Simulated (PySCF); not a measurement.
System (SMILES): [SiH]F (F-SiH) (closed-shell singlet).
Geometry (B3LYP-D3(BJ)/def2-TZVP, fixed):
```
Si
F 1 1.6199
H 1 1.5380 2 96.45
```
Charge 0, spin multiplicity 1.

How fast the mean static polarisability converges with the basis for several methods (PySCF): deviation from each method's own reference, in %. References: HF 31.63 bohr³, the value in aug-pcseg-3; PBE 34.23 bohr³, the value in aug-pcseg-3; PBE0 32.97 bohr³, the value in aug-pcseg-3. All functions are spherical. Density fitting with generated auxiliary sets. In sets without p functions on hydrogen, species with hydrogen take exact integrals. No added dispersion term, no relativity. 

```
basis        functions     HF    PBE   PBE0
-----------  ---------  -----  -----  -----
6-31G*              34  -25.6  -28.0  -26.5
cc-pV(D+d)Z         42  -22.0  -24.7  -22.9
def2-SVPD           55   -4.5   -5.8   -4.8
aug-pcseg-1         59   -1.7   -2.3   -2.2
def2-TZVPPD        105   -0.9   -1.6   -1.1
cc-pV(Q+d)Z        149   -5.5   -7.6   -6.4
pcseg-3            157   -5.6   -6.8   -6.1
pcseg-4            267   -2.2   -3.0   -2.5
```
